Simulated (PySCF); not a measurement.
# SbCl: from constants to spectrum

UHF-CCSD(T) constants of SbCl, ³Σ⁻ (triplet), unpaired electrons π ↑↑ (Sb def2-TZVPPD with ECP28, Cl def2-TZVPPD; scalar-relativistic core potentials (PySCF 2.14); masses 120.9038 and 34.9689 u):

| Property | Result |
| --- | --- |
| ωe | 369.2 cm⁻¹ |
| ωexe | 1.18 cm⁻¹ |
| Be | 0.11265 cm⁻¹ |
| αe | 0.000496 cm⁻¹ |
| De to Sb + Cl | 2.90 eV |

Problem. What force constant and bond length do these constants imply?

Solution. Reduced mass μred = 27.124 u; k = 5.8918×10⁻⁷·μred·ωe² (u, cm⁻¹, mdyn/Å) = 2.18 mdyn/Å; Re = √(16.8576/(μred·Be)) (u, cm⁻¹, Å) = 2.349 Å.

Problem. Estimate the centrifugal constant D from the Kratzer relation and find the Dunham coefficient a1.

Solution. D = 4Be³/ωe² = 4.19e-08 cm⁻¹; a1 = −1 − αeωe/(6Be²) = -3.41.

Correlated steps freeze 9 core orbitals. These are scalar-relativistic numbers at best; spin–orbit coupling would shift them, the dissociation energy most. The state was picked by a PBE0 search and need not be the measured ground state.
